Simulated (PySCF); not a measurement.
# Polarisability and C₆ of W²⁺ (tungsten, charge +2)

[Xe] 4f14 5d4, high-spin 5D determinant. All numbers are calculated (PySCF 2.14, a scalar-relativistic core potential, in def2-TZVPPD with the def2 core potential (60 electrons) (6s5p3d2f1g, 59 functions)). Coupled (time-dependent) response in atomic units; α is the mean over directions.

| method | mean α (bohr³) | α xx, yy, zz | C₆ (like pair) | S(−4) |
| --- | --- | --- | --- | --- |
| UHF | 11.56 | 10.70, 10.70, 13.28 | 68.81 | 52.52 |
| PBE | 12.93 | 12.65, 12.65, 13.49 | 77.31 | 76.13 |
| PBE0 | 12.34 | 11.82, 11.82, 13.39 | 73.80 | 64.90 |
| TPSSh | 12.62 | 11.96, 11.96, 13.93 | 75.82 | 68.98 |
| B97-3 | 12.32 | 11.70, 11.70, 13.57 | 73.63 | 63.95 |

S(−4) is the Cauchy moment in α(ω) = α(0) + S(−4) ω² + …

Spin-orbit coupling is absent.

α(iu) at UHF:

```csv
u (hartree),α(iu) (bohr³)
0,11.56
0.0500,11.43
0.100,11.07
0.200,9.982
0.300,8.814
0.500,6.935
0.750,5.317
1.00,4.182
1.50,2.740
2.00,1.909
3.00,1.056
5.00,0.4473
```

A single London oscillator, α(iu) = α/(1 + u²/ω²), gives C₆ = (3/4) ω α². Matching the computed C₆ needs ω = 4 × 68.81 / (3 × 11.56²) = 0.687 hartree.

For an ion, C₆ is the dispersion term alone; charge-induced terms of lower order in 1/R come first.

The components differ because the open shell of this determinant is not spherical; for a pure term their mean is the scalar polarisability.

Energies and moments cover only the electrons outside the core potential. Spin-orbit coupling, absent here, splits the open shell strongly.
